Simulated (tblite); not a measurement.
**Question.** Give a GFN2-xTB geometry of `[SiH2-]c1cccs1`. (Charge -1.)

**Answer.** 
```
atom  x, y, z in Å
Si1    2.436   -0.122   -0.321
C2     0.636    0.118   -0.098
C3    -0.292   -0.757    0.429
C4    -1.630   -0.410    0.199
C5    -1.774    0.724   -0.542
S6    -0.216    1.386   -0.965
H7     2.909   -0.756    0.923
H8     3.064    1.204   -0.345
H9     0.013   -1.625    0.995
H10   -2.474   -0.978    0.573
H11   -2.666    1.220   -0.875
```

Any rigid rotation of these coordinates is as good. Atoms count from 1 in this order. The 3 C–C bonds span 1.363 Å (C4–C5, aromatic) to 1.401 Å (C3–C4, aromatic), a spread of 0.038 Å. C2 (substituted aromatic carbon) is almost planar (angles 128.7°, 120.8° and 108.6°, sum 358.1°, 0.13 Å off the plane of its three neighbours). C5 (aromatic CH next to a ring sulfur) is planar (angles 129.9°, 119.4° and 110.7°, sum 360.0°, 0.00 Å off the plane of its three neighbours). Si1 (silicon bonded to C and 2 H) is pyramidal (angles 107.7°, 105.6° and 105.4°, sum 318.7°, 0.60 Å off the plane of its three neighbours).

Bonds between heavy atoms (Å): Si1–C2 1.829, C2–C3 1.380, C3–C4 1.401, C4–C5 1.363, C5–S6 1.744, C2–S6 1.757.

Computed geometry: GFN2-xTB, gas phase.

Point group: C1 (no symmetry element, even within 0.4 Å). Its GFN2-xTB frequencies are all real (lowest 161 cm⁻¹). Torsions: H–Si1–C2–C3 -43° and -156°.

One conformer stands for the species.
